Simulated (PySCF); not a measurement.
This PySCF input asks for the NMR shieldings of SMILES FCC(F)(F)C(F)(F)C(F)(F)F, C$_{4}$H$_{2}$F$_{8}$; the geometry comes from GFN2-xTB.

```python
import basis_set_exchange as bse
import numpy as np
from pyscf import gto, dft
from pyscf.prop import nmr

atoms = """
F    -2.921849    0.801642   -0.273307
C    -1.965967   -0.128964   -0.029348
C    -0.584952    0.540247   -0.008475
F    -0.319016    1.147094   -1.182625
F    -0.520376    1.494709    0.941554
C     0.524672   -0.516291    0.269366
F     0.470712   -1.473490   -0.679122
F     0.270276   -1.125297    1.445441
C     1.972644    0.055013    0.312324
F     2.102976    0.962683    1.271465
F     2.839859   -0.922845    0.554113
F     2.302623    0.616591   -0.843760
H    -2.001965   -0.872702   -0.832424
H    -2.170316   -0.578864    0.948004
"""
names = dict.fromkeys(["F", "C", "H"], "pcSseg-1")
basis = {el: gto.basis.parse(bse.get_basis(n, elements=[el], fmt="nwchem")) for el, n in names.items()}
mol = gto.M(atom=atoms, basis=basis, charge=0, verbose=0)
mf = dft.RKS(mol, xc="PBE0")
mf.grids.level = 2
mf.grids.alignment = dft.numint.BLKSIZE   # the property module wants whole blocks of grid points
mf.conv_tol = 1e-9
mf.kernel()

calc = nmr.RKS(mf)   # GIAO
C = mf.mo_coeff
Co = C[:, mf.mo_occ > 0]
resp = mf.gen_response(singlet=True, hermi=2)
def vind(x):   # induced exchange potential for any number of trial vectors
    d = np.einsum("pi,xij,qj->xpq", C, 2 * x.reshape(-1, C.shape[1], Co.shape[1]), Co, optimize=True)
    return np.einsum("xpq,pi,qj->xij", resp(d - d.transpose(0, 2, 1)), C, Co, optimize=True).ravel()
mo1, _ = nmr.rhf.solve_mo1(calc, with_cphf=vind)
sigma = calc.kernel(mo1)
for i, s in enumerate(sigma):   # ppm
    print("%2d %-2s %9.2f" % (i, mol.atom_pure_symbol(i), np.trace(s) / 3))
```

Question: What does it print?

Answer: 
```
 0 F     455.92
 1 C     103.95
 2 C      64.64
 3 F     315.22
 4 F     315.15
 5 C      70.14
 6 F     317.87
 7 F     317.88
 8 C      59.66
 9 F     262.22
10 F     266.71
11 F     262.21
12 H      26.43
13 H      26.44
```

These numbers come from an equivalent density-fitted implementation of the same equations, which agrees with the script to about 0.01 ppm for H and up to a few tenths of a ppm for heavy atoms, so last digits may differ.

Question: Turn these shieldings into chemical shifts. References, each an isolated molecule treated in the same way: CFCl3 for 19F (σref 170.95); 13C (σref 186.93) and 1H (σref 31.72) vs TMS.

Answer: Averaging equivalent atoms: F 9/10/11: -92.8; F 3/4: -144.2; F 6/7: -146.9; F 0: -285.0; C 8: 127.3; C 2: 122.3; C 5: 116.8; C 1: 83.0; H 12/13: 5.28 ppm. Unscaled 19F shifts against computed CFCl3 carry errors that often reach 10 to 50 ppm.

Size and cost of the density-fitted run: 214 basis functions, 64 s wall time on 1 thread of an x86-64 server CPU, shared host.
